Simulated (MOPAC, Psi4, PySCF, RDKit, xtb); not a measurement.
Two geometries of SMILES N[SiH2][SiH2]Cl, relaxed at B3LYP-D3(BJ)/def2-SVP with one dihedral held; other torsions can differ between them too.

Structure A

```
10

N     -1.8518     0.2747     0.3054
Si    -0.5013    -0.6517    -0.2868
Si    -0.5920    -0.5777    -2.6305
Cl     0.8487    -1.9006    -3.3819
H     -2.7954    -0.0070     0.0541
H     -1.8352     0.6292     1.2579
H     -0.4343    -2.0914     0.1292
H      0.7440     0.0136     0.1926
H     -0.2989     0.7821    -3.1653
H     -1.9255    -1.0040    -3.1482
```

Structure B

```
10

N     -1.8118     0.2517     0.3530
Si    -0.4887    -0.6679    -0.2911
Si    -1.1485    -1.5635    -2.3573
Cl     0.4296    -2.7782    -3.0025
H     -2.7738     0.0071     0.1458
H     -1.7386     0.7571     1.2303
H     -0.0281    -1.8270     0.5425
H      0.7006     0.2127    -0.4864
H     -1.4023    -0.5285    -3.3994
H     -2.3742    -2.4066    -2.2371
```

Problem. Which is lower in energy at the level DF-MP2 (frozen core)/cc-pVTZ // B3LYP-D3(BJ)/def2-SVP in Psi4 1.11, and by how much?

Solution. A is lower, by 2.40 kJ/mol (dihedral H5–N1–Si2–Si3: 60° in A, 30° in B).

E(B) − E(A) in kJ/mol at the other levels, on the same two geometries: MMFF94 // B3LYP-D3(BJ)/def2-SVP (RDKit) 6.85; PBE0/def2-TZVP // B3LYP-D3(BJ)/def2-SVP (Psi4) 2.15; PBE0-D3(BJ)/def2-TZVP // B3LYP-D3(BJ)/def2-SVP (Psi4) 2.04; PBE/def2-TZVP // B3LYP-D3(BJ)/def2-SVP (Psi4) 2.68; PBE-D3(BJ)/def2-TZVP // B3LYP-D3(BJ)/def2-SVP (Psi4) 2.57; wB97X-D/def2-TZVP // B3LYP-D3(BJ)/def2-SVP (Psi4) 1.82; HF/cc-pVTZ // B3LYP-D3(BJ)/def2-SVP (Psi4) 1.97; UFF // B3LYP-D3(BJ)/def2-SVP (RDKit) 9.84; PM3, restricted, heats of formation // B3LYP-D3(BJ)/def2-SVP (MOPAC) 7.16; PM7, restricted, heats of formation // B3LYP-D3(BJ)/def2-SVP (MOPAC) 4.78; GFN1-xTB // B3LYP-D3(BJ)/def2-SVP (xtb) -3.14; restricted B3LYP/6-31G*, spherical d // B3LYP-D3(BJ)/def2-SVP (PySCF) 3.53.

MMFF94 has few fitted parameters for silicon.
